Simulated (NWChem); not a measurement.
# Correlation energy of C₂H₂N₂O

```xyz
7

C      1.0562     0.0000    -0.2714
N      0.6974     0.0000     0.9792
N     -0.6974     0.0000     0.9792
C     -1.0562     0.0000    -0.2714
O      0.0000     0.0000    -1.1327
H      2.0667     0.0000    -0.6954
H     -2.0667     0.0000    -0.6954
```
Charge 0, spin multiplicity 1.

All runs are NWChem calculations. The geometry was optimised at PBE/def2-SVP, a minimum by its harmonic frequencies.

Basis set: STO-3G. Each correlation energy counts from its own Hartree-Fock reference.

The correlated methods keep 5 core orbitals frozen. The structure started from a generated list of species. Coupled-cluster values serve here as a point of comparison, not as the truth.

### Question
One of these methods gave a correlation energy of -290.9 mHa. Which?
A. CCSD+T(CCSD)
B. SCS-MP2
C. MP2
D. CCSD

### Answer
C, MP2. The others give -292.5 (SCS-MP2), -330.8 (CCSD), -342.3 (CCSD+T(CCSD)).
